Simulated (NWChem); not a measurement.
System: MgF cation; SMILES [F][Mg+]

Parts of the log:

```
             Northwest Computational Chemistry Package (NWChem) 7.3.0
             --------------------------------------------------------

 ORDER OF PRIMARY AXIS IS BEING SET TO 4
 C4V symmetry detected

                             Geometry "geometry" -> ""
                             -------------------------

 Output coordinates in angstroms (scale by  1.889725989 to convert to a.u.)

  No.       Tag          Charge          X              Y              Z
 ---- ---------------- ---------- -------------- -------------- --------------
    1 Mg                  12.0000     0.00000000     0.00000000    -0.74486229
    2 F                    9.0000     0.00000000     0.00000000     0.99314971

 Effective nuclear repulsion energy (a.u.)      32.8830542551

      Symmetry information
      --------------------

 Group name             C4v
 Group number             18
 Group order               8
 No. of unique centers     2

  pbe96 is a nonlocal functional; adding pw91lda local functional.

                                 NWChem DFT Module
                                 -----------------

 Summary of "ao basis" -> "ao basis" (spherical)
 ------------------------------------------------------------------------------
       Tag                 Description            Shells   Functions and Types
 ---------------- ------------------------------  ------  ---------------------
 Mg                         6-31+g*                 10       22   5s4p1d
 F                          6-31+g*                  8       18   4s3p1d

      Symmetry analysis of basis
      --------------------------

        a1         18
        a2          0
        b1          2
        b2          2
        e          18

            General Information
            -------------------
          SCF calculation type: DFT
          Wavefunction type:  closed shell.
          No. of atoms     :     2
          No. of electrons :    20
           Alpha electrons :    10
            Beta electrons :    10
          Charge           :     1
          Spin multiplicity:     1
          Use of symmetry is: on ; symmetry adaption is: on
          Maximum number of iterations: 150
          AO basis - number of functions:    40
                     number of shells:    18
          Convergence on energy requested:  1.00D-06
          Convergence on density requested:  1.00D-05
          Convergence on gradient requested:  5.00D-04

              XC Information
              --------------
          PerdewBurkeErnzerhof Exchange Functional  1.000
            Perdew 1991 LDA Correlation Functional  1.000 local
           PerdewBurkeErnz. Correlation Functional  1.000 non-local

             Grid Information
             ----------------
          Grid used for XC integration:  medium
          Radial quadrature: Mura-Knowles
          Angular quadrature: Lebedev.
          Tag              B.-S. Rad. Rad. Pts. Rad. Cut. Ang. Pts.
          ---              ---------- --------- --------- ---------
          Mg                  1.50       88          13.0       590
          F                   0.50       49          10.0       434
          Grid pruning is: on
          Number of quadrature shells:   137
          Spatial weights used:  Erf1

      Superposition of Atomic Density Guess
      -------------------------------------

 Sum of atomic energies:        -298.97358661

 Renormalizing density from      21.00 to     20

      Non-variational initial energy
      ------------------------------

 Total energy =    -289.987170
 1-e energy   =    -460.746876
 2-e energy   =     137.876652
 HOMO         =      -1.190999
 LUMO         =      -0.498578

      Symmetry analysis of molecular orbitals - initial
      -------------------------------------------------

 !! scf_movecs_sym_adapt:    4 vectors were symmetry contaminated

  Symmetry fudging

 !! scf_movecs_sym_adapt:    2 vectors were symmetry contaminated

  Numbering of irreducible representations:

     1 a1          2 a2          3 b1          4 b2          5 e

  Orbital symmetries:

     1 a1          2 a1          3 a1          4 a1          5 e
     6 e           7 a1          8 a1          9 e          10 e
    11 a1         12 e          13 e          14 a1         15 a1
    16 e          17 e          18 a1         19 a1         20 e

     ---------------------------------------------
      Total Density - Mulliken Population Analysis
     ---------------------------------------------

    Atom       Charge   Shell Charges
 -----------   ------   -------------------------------------------------------
    1 Mg  12    10.17   2.00  2.01  6.02  0.08  0.01  0.02  0.01 -0.00 -0.00  0.02
    2 F    9     9.83   2.00  1.05  3.97  0.98  1.90 -0.06 -0.02  0.00

   convergence    iter        energy       DeltaE   RMS-Dens  Diis-err
 ---------------- ----- ----------------- --------- --------- ---------
 d= 0,ls=0.0,diis     1   -299.1293353842 -3.32D+02  8.62D-02  3.33D+00
 d= 0,ls=0.0,diis     2   -290.0056158949  9.12D+00  8.25D-02  3.65D+01
 d= 0,ls=0.0,diis     3   -299.3958589924 -9.39D+00  1.68D-02  2.20D-01
 d= 0,ls=0.0,diis     4   -299.4282983275 -3.24D-02  3.03D-03  5.43D-02
 d= 0,ls=0.0,diis     5   -299.4330315746 -4.73D-03  7.60D-04  6.86D-03
  Resetting Diis
 d= 0,ls=0.0,diis     6   -299.4336599838 -6.28D-04  3.41D-04  6.17D-04
 d= 0,ls=0.0,diis     7   -299.4337201804 -6.02D-05  5.72D-05  2.06D-06
 d= 0,ls=0.0,diis     8   -299.4337190842  1.10D-06  4.88D-05  1.37D-05
 d= 0,ls=0.0,diis     9   -299.4337203396 -1.26D-06  6.28D-06  1.62D-07
 d= 0,ls=0.0,diis    10   -299.4337203560 -1.64D-08  2.72D-07  2.04D-10

         Total DFT energy =     -299.433720356035
      One electron energy =     -479.097670090890
           Coulomb energy =      173.319467889451
    Exchange-Corr. energy =      -26.538572409669
 Nuclear repulsion energy =       32.883054255073

 Numeric. integr. density =       19.999998590605

                  Occupations of the irreducible representations
                  ----------------------------------------------

                     irrep           alpha         beta
                     --------     --------     --------
                     a1                6.0          6.0
                     a2                0.0          0.0
                     b1                0.0          0.0
                     b2                0.0          0.0
                     e                 4.0          4.0

                       DFT Final Molecular Orbital Analysis
                       ------------------------------------

 Vector    8  Occ=2.000000D+00  E=-5.400329D-01  Symmetry=a1
              MO Center= -1.7D-15, -4.7D-16,  8.8D-01, r^2= 8.2D-01
   Bfn.  Coefficient  Atom+Function         Bfn.  Coefficient  Atom+Function
  ----- ------------  ---------------      ----- ------------  ---------------
    27      0.610320  2 F  pz                31      0.378749  2 F  pz
     6     -0.373395  1 Mg s                 32      0.158958  2 F  s
     9     -0.143955  1 Mg pz                 2      0.121704  1 Mg s
    28      0.107804  2 F  s                 24      0.089230  2 F  s
     5      0.086252  1 Mg pz                20     -0.051002  1 Mg d  0

 Vector    9  Occ=2.000000D+00  E=-5.051128D-01  Symmetry=e
              MO Center=  3.2D-15,  6.1D-16,  9.3D-01, r^2= 6.1D-01
   Bfn.  Coefficient  Atom+Function         Bfn.  Coefficient  Atom+Function
  ----- ------------  ---------------      ----- ------------  ---------------
    25      0.625293  2 F  px                29      0.396192  2 F  px
    26      0.142419  2 F  py                 7      0.118645  1 Mg px
    30      0.090238  2 F  py                33      0.081063  2 F  px
    21     -0.058469  1 Mg d  1               3     -0.050595  1 Mg px
     8      0.027023  1 Mg py

 Vector   10  Occ=2.000000D+00  E=-5.051128D-01  Symmetry=e
              MO Center= -5.4D-17, -4.8D-17,  9.3D-01, r^2= 6.1D-01
   Bfn.  Coefficient  Atom+Function         Bfn.  Coefficient  Atom+Function
  ----- ------------  ---------------      ----- ------------  ---------------
    26      0.625293  2 F  py                30      0.396192  2 F  py
    25     -0.142419  2 F  px                 8      0.118645  1 Mg py
    29     -0.090238  2 F  px                34      0.081063  2 F  py
    19      0.058469  1 Mg d -1               4     -0.050595  1 Mg py
     7     -0.027023  1 Mg px

 Vector   11  Occ=0.000000D+00  E=-3.977800D-01  Symmetry=a1
              MO Center= -1.0D-15, -4.8D-16, -1.2D+00, r^2= 2.5D+00
   Bfn.  Coefficient  Atom+Function         Bfn.  Coefficient  Atom+Function
  ----- ------------  ---------------      ----- ------------  ---------------
     6      0.655094  1 Mg s                  9     -0.447960  1 Mg pz
     2     -0.221348  1 Mg s                 27      0.199053  2 F  pz
    10      0.162958  1 Mg s                 32      0.159468  2 F  s
    31      0.134411  2 F  pz                 5      0.129208  1 Mg pz
    28     -0.076154  2 F  s                 35     -0.061583  2 F  pz

 Vector   12  Occ=0.000000D+00  E=-2.449730D-01  Symmetry=e
              MO Center=  1.2D-15,  2.2D-15, -9.7D-01, r^2= 3.9D+00
   Bfn.  Coefficient  Atom+Function         Bfn.  Coefficient  Atom+Function
  ----- ------------  ---------------      ----- ------------  ---------------
     8      0.632962  1 Mg py                 7      0.409189  1 Mg px
    12      0.330025  1 Mg py                11      0.213350  1 Mg px
     4     -0.171797  1 Mg py                26     -0.126227  2 F  py
     3     -0.111061  1 Mg px                19     -0.095790  1 Mg d -1
    34     -0.093415  2 F  py                25     -0.081602  2 F  px

 Vector   13  Occ=0.000000D+00  E=-2.449730D-01  Symmetry=e
              MO Center= -2.6D-15,  1.3D-15, -9.7D-01, r^2= 3.9D+00
   Bfn.  Coefficient  Atom+Function         Bfn.  Coefficient  Atom+Function
  ----- ------------  ---------------      ----- ------------  ---------------
     7      0.632962  1 Mg px                 8     -0.409189  1 Mg py
    11      0.330025  1 Mg px                12     -0.213350  1 Mg py
     3     -0.171797  1 Mg px                25     -0.126227  2 F  px
     4      0.111061  1 Mg py                21      0.095790  1 Mg d  1
    33     -0.093415  2 F  px                26      0.081602  2 F  py

     ---------------------------------------------
      Total Density - Mulliken Population Analysis
     ---------------------------------------------

    Atom       Charge   Shell Charges
 -----------   ------   -------------------------------------------------------
    1 Mg  12    10.64   2.00  2.00  5.96  0.32  0.26  0.01 -0.01 -0.00  0.00  0.10
    2 F    9     9.36   2.00  0.93  3.27  1.05  1.99 -0.06  0.17  0.01

     -------------------------------------------
      Total Density - Lowdin Population Analysis
     -------------------------------------------

    Atom       Charge   Shell Charges
 -----------   ------   -------------------------------------------------------
    1 Mg  12    10.61   2.00  1.94  5.88  0.17  0.30  0.05  0.05  0.01  0.00  0.22
    2 F    9     9.39   1.99  0.91  3.12  0.75  1.98  0.15  0.48  0.01

     Multipole analysis of the density
     ---------------------------------

     L   x y z        total         alpha         beta         nuclear
     -   - - -        -----         -----         ----         -------
     0   0 0 0      1.000000    -10.000000    -10.000000     21.000000

     1   1 0 0     -0.000000     -0.000000     -0.000000      0.000000
     1   0 1 0     -0.000000     -0.000000     -0.000000      0.000000
     1   0 0 1     -3.523232     -1.761616     -1.761616      0.000000

     2   2 0 0     -6.933908     -3.466954     -3.466954      0.000000
     2   1 1 0      0.000000      0.000000      0.000000      0.000000
     2   1 0 1     -0.000000     -0.000000     -0.000000      0.000000
     2   0 2 0     -6.933908     -3.466954     -3.466954      0.000000
     2   0 1 1      0.000000      0.000000      0.000000      0.000000
     2   0 0 2     -3.735815    -29.606069    -29.606069     55.476324
```

Level: PBE/6-31+G* (spherical d). All runs use the structure optimised with PBE-D3(BJ)/def2-SVP.

### Question
Which NWChem input produces such a log?

### Answer
Several could match; the one computed here: the input that was run:
```
start job
memory heap 200 mb stack 700 mb global 900 mb
charge 1
geometry units angstroms noautoz
  Mg     0.000000     0.000000    -0.744676
  F      0.000000     0.000000     0.993336
end
basis spherical
  * library 6-31+g*
end
dft
  xc xpbe96 cpbe96
  iterations 150
  mulliken
end
task dft energy
```
